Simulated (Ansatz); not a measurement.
One change: `[OH][GeH2][SiH](O)O` becomes `O[SiH](O)[CH2][GeH3]`.

Ansatz, PBE0-D4/def2-TZVP geometries, multiplicity 1. Each molecule was computed in one conformer, which needn't be the lowest.

Scalar relativity is left out up to krypton.

| property | `[OH][GeH2][SiH](O)O` |
| --- | --- |
| LUMO energy (PBE0/def2-TZVPP) / eV | -0.45 |
| HOMO energy (PBE0/def2-TZVPP) / eV | -7.95 |
| HOMO energy (PBE/def2-TZVPP) / eV | -6.72 |
| HOMO energy (ωB97M-V/def2-TZVPP) / eV | -10.03 |
| HOMO energy (B3LYP/def2-TZVPP) / eV | -7.76 |
| LUMO energy (B3LYP/def2-TZVPP) / eV | -0.70 |

Q: What does the change do to each property? (An estimate is asked.)

A: Computed: 
```
                             property  `O[SiH](O)[CH2][GeH3]`  shift
   LUMO energy (PBE0/def2-TZVPP) / eV                    0.56   1.01
   HOMO energy (PBE0/def2-TZVPP) / eV                   -8.31  -0.36
    HOMO energy (PBE/def2-TZVPP) / eV                   -6.95  -0.23
HOMO energy (ωB97M-V/def2-TZVPP) / eV                  -10.52  -0.49
  HOMO energy (B3LYP/def2-TZVPP) / eV                   -8.09  -0.33
  LUMO energy (B3LYP/def2-TZVPP) / eV                    0.21   0.91
```

With PBE0 the HOMO falls by 0.36 eV and the LUMO rises by 1.01 eV, so the gap widens by about 1.37 eV. PBE moves the HOMO by -0.23 eV and ωB97M-V by -0.49 eV.

B3LYP here is the variant with VWN-RPA as its local correlation; programs differ in this.
